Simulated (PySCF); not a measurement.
PySCF input file for Si(F)(OH)2(OMe) (CH5FO3Si), SMILES O([Si](O)(F)O)C, TDDFT-PBE/def2-SVPD. Coordinates come from a r2SCAN-D4/def2-SVP optimisation. This is a generated structure with no PubChem entry under its InChIKey; it may be hypothetical. One conformer was computed; it need not be the lowest.

```python
import numpy as np
from pyscf import gto, scf, dft, tdscf

mol = gto.M(
    atom='''
    C     2.24345578   -0.47134094   -0.04308963
    O     0.93642184   -0.74136942   -0.51599641
    Si   -0.39733689    0.04933779    0.00030211
    O    -0.62239314   -0.22829092    1.59743197
    O    -1.71527734   -0.42900471   -0.84433978
    F    -0.15830101    1.63750495   -0.23204917
    H     2.33910697   -0.71867909    1.02852690
    H     2.95281982   -1.09241384   -0.60973540
    H     2.51377405    0.58993464   -0.18615640
    H    -1.39412936    0.16663713    2.01793180
    H    -1.67489162   -0.35638615   -1.80458211
    ''',
    basis='def2-SVPD',
    charge=0,
    spin=0,
    max_memory=1600,
    verbose=4,
)
mf = dft.RKS(mol, xc='pbe').density_fit(auxbasis='def2-universal-jkfit')
mf.grids.level = 3
mf.conv_tol = 1e-9
mf.max_cycle = 100
mf.kernel()
mf.grids = dft.Grids(mol).set(level=1).build(with_non0tab=True)  # coarser grid for the response kernel
td = tdscf.TDDFT(mf)
td.singlet = True
td.nstates = 10
td.conv_tol = 1e-4
td.positive_eig_threshold = 1e-6
td.kernel(x0=td.get_init_guess(mf, 15))
td.analyze()
tt = tdscf.TDA(mf)
tt.singlet = False
tt.nstates = 4
tt.conv_tol = 1e-4
tt.positive_eig_threshold = 1e-6
tt.kernel(x0=tt.get_init_guess(mf, 9))
tt.analyze(verbose=3)
```

Program output:

```
PySCF version 2.14.0

[INPUT] verbose = 4
[INPUT] num. atoms = 11
[INPUT] num. electrons = 58
[INPUT] charge = 0
[INPUT] spin (= nelec alpha-beta = 2S) = 0
[INPUT] symmetry False subgroup None
[INPUT] Mole.unit = angstrom
[INPUT] Symbol           X                Y                Z      unit          X                Y                Z       unit  Magmom
[INPUT]  1 C      2.243455780000  -0.471340940000  -0.043089630000 AA    4.239516996772  -0.890705287895  -0.081427599509 Bohr   0.0
[INPUT]  2 O      0.936421840000  -0.741369420000  -0.515996410000 AA    1.769580814661  -1.400985160928  -0.975091896159 Bohr   0.0
[INPUT]  3 Si    -0.397336890000   0.049337790000   0.000302110000 AA   -0.750857901286   0.093234910691   0.000570905159 Bohr   0.0
[INPUT]  4 O     -0.622393140000  -0.228290920000   1.597431970000 AA   -1.176152576408  -0.431407315525   3.018708925924 Bohr   0.0
[INPUT]  5 O     -1.715277340000  -0.429004710000  -0.844339780000 AA   -3.241404400272  -0.810701408048  -1.595570940276 Bohr   0.0
[INPUT]  6 F     -0.158301010000   1.637504950000  -0.232049170000 AA   -0.299145554142   3.094435883120  -0.438509378733 Bohr   0.0
[INPUT]  7 H      2.339106970000  -0.718679090000   1.028526900000 AA    4.420271549361  -1.358106651552   1.943634152748 Bohr   0.0
[INPUT]  8 H      2.952819820000  -1.092413840000  -0.609735400000 AA    5.580020754988  -2.064362972284  -1.152232914452 Bohr   0.0
[INPUT]  9 H      2.513774050000   0.589934640000  -0.186156400000 AA    4.750344493539   1.114814900994  -0.351784612335 Bohr   0.0
[INPUT] 10 H     -1.394129360000   0.166637130000   2.017931800000 AA   -2.634522672615   0.314898537884   3.813338440051 Bohr   0.0
[INPUT] 11 H     -1.674891620000  -0.356386150000  -1.804582110000 AA   -3.165086450129  -0.673472218088  -3.410165957190 Bohr   0.0

nuclear repulsion = 347.375521191908
number of shells = 74
number of NR pGTOs = 254
number of NR cGTOs = 176
basis = def2-SVPD
ecp = {}


[settings echo left out]
init E= -655.942513341781
  HOMO = -0.367704937818797  LUMO = -0.0678814105912928  gap/eV = 8.15861
cycle= 1 E= -655.147082548232  delta_E= 0.795  |g|= 1.27  |ddm|=    5
  HOMO = -0.115249610315968  LUMO = -0.00298179363136919  gap/eV = 3.05496
cycle= 2 E= -654.211530398443  delta_E= 0.936  |g|= 2.52  |ddm|=  3.8
  HOMO = -0.270967550003383  LUMO = -0.0390298129259703  gap/eV = 6.31135
cycle= 3 E= -655.440556178449  delta_E= -1.23  |g|= 0.193  |ddm|= 2.69
  HOMO = -0.261647171686759  LUMO = -0.035405357166356  gap/eV = 6.15635
cycle= 4 E= -655.444140412231  delta_E= -0.00358  |g|= 0.151  |ddm|= 0.308
  HOMO = -0.263457781799204  LUMO = -0.0346814821290997  gap/eV = 6.22532
cycle= 5 E= -655.447810734889  delta_E= -0.00367  |g|= 0.0153  |ddm|= 0.126
  HOMO = -0.26184299470395  LUMO = -0.035062271338322  gap/eV = 6.17102
cycle= 6 E= -655.447850856821  delta_E= -4.01e-05  |g|= 0.00778  |ddm|= 0.0217
  HOMO = -0.262661737977732  LUMO = -0.0351315468170101  gap/eV = 6.19141
cycle= 7 E= -655.447864736394  delta_E= -1.39e-05  |g|= 0.00173  |ddm|= 0.00807
  HOMO = -0.262549290047529  LUMO = -0.0351718170466238  gap/eV = 6.18726
cycle= 8 E= -655.447865113604  delta_E= -3.77e-07  |g|= 0.0011  |ddm|= 0.00239
  HOMO = -0.262618618123178  LUMO = -0.0351764962835084  gap/eV = 6.18902
cycle= 9 E= -655.447865334595  delta_E= -2.21e-07  |g|= 9.74e-05  |ddm|= 0.000909
  HOMO = -0.262624329136015  LUMO = -0.0351783921338091  gap/eV = 6.18912
cycle= 10 E= -655.447865336482  delta_E= -1.89e-09  |g|= 1.49e-05  |ddm|= 0.000197
  HOMO = -0.262624735263021  LUMO = -0.0351788567448099  gap/eV = 6.18912
cycle= 11 E= -655.447865336503  delta_E= -2.07e-11  |g|= 1.3e-05  |ddm|= 3.57e-05
  HOMO = -0.262623873011097  LUMO = -0.0351786658266877  gap/eV = 6.18910
Extra cycle  E= -655.447865336403  delta_E= 9.98e-11  |g|= 2.69e-05  |ddm|= 3.82e-05
converged SCF energy = -655.447865336403
tot grids = 44792
Overwritten attributes  positive_eig_threshold  of <class 'pyscf.tdscf.rks.CasidaTDDFT'>


******** <class 'pyscf.tdscf.rks.CasidaTDDFT'> for <class 'pyscf.df.df_jk.DFRKS'> ********
nstates = 10 singlet
deg_eia_thresh = 1.000e-03
wfnsym = None
conv_tol = 0.0001
eigh lindep = 1e-12
eigh level_shift = 0
eigh max_cycle = 100


Excitation energies (eV)
[6.22143049 6.83631175 7.17197072 7.24214715 7.58420651 7.60593408
 7.86409895 8.17527783 8.22967508 8.26710292]

** Singlet excitation energies and oscillator strengths **
Excited State   1:      6.22143 eV    199.29 nm  f=0.0023
      29 -> 30        0.70664
Excited State   2:      6.83631 eV    181.36 nm  f=0.0046
      28 -> 30        0.70654
Excited State   3:      7.17197 eV    172.87 nm  f=0.0052
      27 -> 30        0.70429
Excited State   4:      7.24215 eV    171.20 nm  f=0.0064
      29 -> 31       -0.70374
Excited State   5:      7.58421 eV    163.48 nm  f=0.0357
      26 -> 30        0.65591
      29 -> 32       -0.24838
Excited State   6:      7.60593 eV    163.01 nm  f=0.0127
      26 -> 30        0.24553
      29 -> 32        0.66034
Excited State   7:      7.86410 eV    157.66 nm  f=0.0064
      28 -> 31       -0.70331
Excited State   8:      8.17528 eV    151.66 nm  f=0.0066
      24 -> 30        0.11703
      25 -> 30       -0.33291
      27 -> 31        0.60822
Excited State   9:      8.22968 eV    150.66 nm  f=0.0165
      25 -> 30       -0.11315
      28 -> 32       -0.69159
Excited State  10:      8.26710 eV    149.97 nm  f=0.0502
      25 -> 30       -0.59726
      27 -> 31       -0.32429
      28 -> 32        0.13687

** Transition electric dipole moments (AU) **
state          X           Y           Z        Dip. S.      Osc.
  1        -0.0046     -0.0071     -0.1222      0.0150      0.0023
  2        -0.0767      0.0349      0.1417      0.0272      0.0046
  3        -0.1703      0.0273      0.0025      0.0297      0.0052
  4        -0.1407      0.1000     -0.0800      0.0362      0.0064
  5         0.0694      0.4283      0.0623      0.1921      0.0357
  6        -0.1284      0.0144      0.2266      0.0680      0.0127
  7         0.1765      0.0062      0.0455      0.0333      0.0064
  8         0.0154     -0.1439     -0.1101      0.0331      0.0066
  9        -0.0632      0.2434      0.1373      0.0821      0.0165
 10        -0.0200      0.3012     -0.3960      0.2480      0.0502

** Transition velocity dipole moments (imaginary part, AU) **
state          X           Y           Z        Dip. S.      Osc.
  1        -0.0030     -0.0018     -0.0273      0.0008      0.0022
  2        -0.0209      0.0091      0.0361      0.0018      0.0048
  3        -0.0447      0.0086      0.0015      0.0021      0.0053
  4        -0.0366      0.0291     -0.0228      0.0027      0.0068
  5         0.0185      0.1212      0.0164      0.0153      0.0366
  6        -0.0358      0.0010      0.0663      0.0057      0.0135
  7         0.0510      0.0053      0.0121      0.0028      0.0064
  8         0.0047     -0.0440     -0.0350      0.0032      0.0071
  9        -0.0201      0.0754      0.0469      0.0083      0.0183
 10        -0.0057      0.0918     -0.1217      0.0233      0.0511

** Transition magnetic dipole moments (imaginary part, AU) **
state          X           Y           Z
  1        -0.2139      0.1043      0.0435
  2         0.0312     -0.1194      0.0889
  3        -0.5110      0.1038      0.2017
  4         0.0135     -0.2707     -0.0831
  5         0.0497     -0.6008      0.3020
  6        -0.0380      0.1876      0.6582
  7         0.0382      0.2266     -0.2068
  8         0.0308      0.4658     -0.1183
  9         0.1418      0.6044     -0.3394
 10         0.1831      0.4693      0.4807
Overwritten attributes  positive_eig_threshold  of <class 'pyscf.tdscf.rks.TDA'>


******** <class 'pyscf.tdscf.rks.TDA'> for <class 'pyscf.df.df_jk.DFRKS'> ********
nstates = 4 triplet
deg_eia_thresh = 1.000e-03
wfnsym = None
conv_tol = 0.0001
eigh lindep = 1e-12
eigh level_shift = 0
eigh max_cycle = 100


Excitation energies (eV)
[6.1292106  6.75104275 6.96389375 7.15976045]

** Triplet excitation energies and oscillator strengths **
Excited State   1:      6.12921 eV    202.28 nm  f=0.0000
Excited State   2:      6.75104 eV    183.65 nm  f=0.0000
Excited State   3:      6.96389 eV    178.04 nm  f=0.0000
Excited State   4:      7.15976 eV    173.17 nm  f=0.0000
```

The calculation finished and met its thresholds.

Cost: roughly 70 core-seconds.
